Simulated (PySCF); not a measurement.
Coordinates in bohr (charge 0 multiplicity 3):
```
Au    0.0000    0.0000   -0.0046
O     0.0000    3.7477   -0.0944
O    -3.2456   -1.8739   -0.0944
O     3.2456   -1.8739   -0.0944
H     0.0000    4.4171    1.6092
H    -3.8254   -2.2086    1.6092
H     3.8254   -2.2086    1.6092
```

These are results of PySCF, UPBE0, basis Au def2-SVP with ECP60, O def2-SVP, H def2-SVP (scalar-relativistic core potentials, no spin–orbit coupling, density fitting), not measurements.

This geometry of Au(OH)₃ is a stationary point at this level.

Question: What is the point group?

Answer: C3v.

Question: Is it a minimum?

Answer: No: it has 2 imaginary modes (one degenerate set), at 73i cm⁻¹ (e).

Question: List the harmonic modes with their infrared intensities.

Answer: 
```json
{"symmetry": "e", "ω (cm⁻¹)": "73i", "IR (km/mol, summed over degenerate members)": "–"}
{"symmetry": "a1", "ω (cm⁻¹)": "158", "IR (km/mol, summed over degenerate members)": "1.1"}
{"symmetry": "a2", "ω (cm⁻¹)": "314", "IR (km/mol, summed over degenerate members)": "0.0"}
{"symmetry": "e", "ω (cm⁻¹)": "407", "IR (km/mol, summed over degenerate members)": "245"}
{"symmetry": "e", "ω (cm⁻¹)": "534", "IR (km/mol, summed over degenerate members)": "81.2"}
{"symmetry": "a1", "ω (cm⁻¹)": "566", "IR (km/mol, summed over degenerate members)": "0.0"}
{"symmetry": "e", "ω (cm⁻¹)": "846", "IR (km/mol, summed over degenerate members)": "284"}
{"symmetry": "a1", "ω (cm⁻¹)": "859", "IR (km/mol, summed over degenerate members)": "21.4"}
{"symmetry": "e", "ω (cm⁻¹)": "3830", "IR (km/mol, summed over degenerate members)": "260"}
{"symmetry": "a1", "ω (cm⁻¹)": "3836", "IR (km/mol, summed over degenerate members)": "69.5"}
```

Question: What are the dipole moment and the gap between the highest occupied and lowest empty levels of either spin?

Answer: 4.22 D and 3.41 eV.

In C3v the vibrations span 5e + 4a1 + a2. The a2 mode carries no infrared intensity, as symmetry demands.

Other isomers or separated fragments may lie lower. Open d and f shells are described by one determinant, and the ground state may have another occupation or spin. At this level a singlet minimum of C1 symmetry lies 73 kJ/mol below this structure. Spin–orbit coupling, left out here, can matter for elements this heavy.
